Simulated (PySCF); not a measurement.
## C₆ coefficients of unlike pairs at UHF

Calculated with PySCF 2.14 from the dipole response of each species, C₆(A,B) = (3/π) ∫ α_A(iu) α_B(iu) du, in atomic units, from isotropic polarisabilities. For ions this is the dispersion term alone; charge-induced terms of lower order in 1/R come first.

```
species      configuration                                                                            basis      relativity  α (bohr³)  C₆ (like pair)
   Zn²⁺     [Ar] 3d10 (1S)                                                    aug-cc-pVQZ-DK (9s8p6d4f3g2h)   spin-free X2C      2.289           5.982
    S²⁺  [Ne] 3s2 3p2 (3P)  x2c-QZVPPall with one added diffuse shell each of s, p, d, f type (10s7p5d3f1g)   spin-free X2C      7.457           27.18
     Ca      [Ar] 4s2 (1S)                                                       aug-cc-pVTZ-X2C (7s6p4d2f)   spin-free X2C      182.5            2709
   Ru²⁺      [Kr] 4d6 (5D)                                        aug-cc-pwCVDZ-PP with ECP28MDF (6s6p5d3f)  core potential      7.355           39.01
```

Problem. Estimate C₆ for Ca with S²⁺.

Solution. The integral gives 196.5. The combination rule 2 C_A C_B / (C_A α_B/α_A + C_B α_A/α_B) gives 189.8 and the geometric mean 271.3.

No spin-orbit coupling is included.

The other pairs:

```
      pair     C₆
  Ca, Zn²⁺  67.17
  Ru²⁺, Ca  204.3
Ru²⁺, Zn²⁺  14.86
 Ru²⁺, S²⁺  31.69
 S²⁺, Zn²⁺  11.51
```
